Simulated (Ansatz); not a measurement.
`FB(F)OC(F)(F)F` + H₂ → `FBOC(F)(F)F` + H–F  (hydrogenolysis of a B–F bond)

Calculated with Ansatz (gas phase, PBE0-D4/def2-TZVP geometries, no zero-point term in ΔE). CCSD(T)/CBS is the MP2 limit (def2-TZVPP, def2-QZVPP) plus CCSD(T) − MP2 in def2-TZVPP, frozen cores. This one scheme is used for every species. Functionals use def2-TZVPP. One conformer a species, not always the lowest.

`FB(F)OC(F)(F)F`:

```xyz
8

F     0.629    0.761   -1.646
B    -0.324    1.056   -0.794
F    -1.098    2.091   -1.004
O    -0.559    0.320    0.333
C     0.159   -0.775    0.681
F     0.075   -1.728   -0.243
F     1.444   -0.481    0.857
F    -0.325   -1.245    1.815
```

H₂:

Cartesian coordinates in Å:
```
H 0.348 -0.050 -0.125
H -0.348 0.050 0.125
```

`FBOC(F)(F)F`:

Cartesian coordinates in Å:
```
F -1.626 -1.204 1.552
B -0.898 -0.867 0.514
O -0.118 0.245 0.676
C 0.682 0.707 -0.310
F 1.311 1.784 0.124
F 1.592 -0.199 -0.668
F -0.016 1.033 -1.396
H -0.927 -1.499 -0.493
```

H–F:

```xyz
2

F     0.238   -0.393    0.021
H    -0.238    0.393   -0.021
```

| level | ΔE (kcal/mol) |
| --- | --- |
| CAM-B3LYP-D4 | 27.8 |
| LC-ωPBE | 25.9 |

(1) What does CCSD(T)/CBS give? (An estimate is asked.)

Largest T1 diagnostic among the species: 0.013.

## Answers

(1) Ansatz gave: +25.7 kcal/mol. The listed levels differ from it by 2.1, 0.2 kcal/mol.

From BLYP to BHLYP (50 % exact exchange), in def2-TZVPP and without D4, ΔE moves by +0.7 kcal/mol. At CCSD(T), def2-SVP lies +5.5 kcal/mol from the extrapolated value and def2-TZVPP +0.9 kcal/mol. Leaving LDA and LC-ωPBE aside and taking each functional with its dispersion term where it has one, the values, not all of them listed here, spread over 3.5 kcal/mol, from HSE06-D4 to B97M-V. LDA lies +2.1 kcal/mol from PBE without D4.

CCSD(T)/CBS has its own doubt, a few kJ/mol and more with outer-core shells, so smaller differences from it don't rank the levels.
